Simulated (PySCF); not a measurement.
# Radial density of Cu⁺ (copper, charge +1)

r2SCAN, [Ar] 3d9 4p1, one real determinant (an excited configuration). All numbers are calculated (PySCF 2.14, scalar relativity by spin-free X2C-1e, in aug-cc-pwCVTZ-DK with one added diffuse shell each of s, p, d, f, g type (11s10p8d5f4g, 152 functions)).

| r (bohr) | 4πr²ρ (e/bohr) | 4πr²(ρα − ρβ) |
| --- | --- | --- |
| 0.000925 | 0.2726 | 0.0000 |
| 0.00156 | 0.6805 | 0.0000 |
| 0.00262 | 1.663 | 0.0000 |
| 0.00440 | 3.918 | 0.0000 |
| 0.00740 | 8.694 | 0.0000 |
| 0.0125 | 17.34 | 0.0001 |
| 0.0209 | 28.77 | 0.0004 |
| 0.0352 | 35.36 | 0.0018 |
| 0.0593 | 30.24 | 0.0079 |
| 0.0997 | 30.35 | 0.0284 |
| 0.168 | 40.25 | 0.1057 |
| 0.282 | 23.62 | 0.4351 |
| 0.474 | 20.11 | 1.0534 |
| 0.798 | 18.28 | 0.9409 |
| 1.34 | 4.706 | 0.4126 |
| 2.26 | 0.8847 | 0.4138 |
| 3.80 | 0.2489 | 0.2309 |
| 6.39 | 0.01465 | 0.0146 |
| 10.7 | 1.840e-05 | 0.0000 |

Densities and radii are taken from the X2C orbitals without a picture-change correction, which distorts them close to the nucleus.

⟨L²⟩ = 8.02 against 12 for a pure F term, so this real determinant mixes terms.
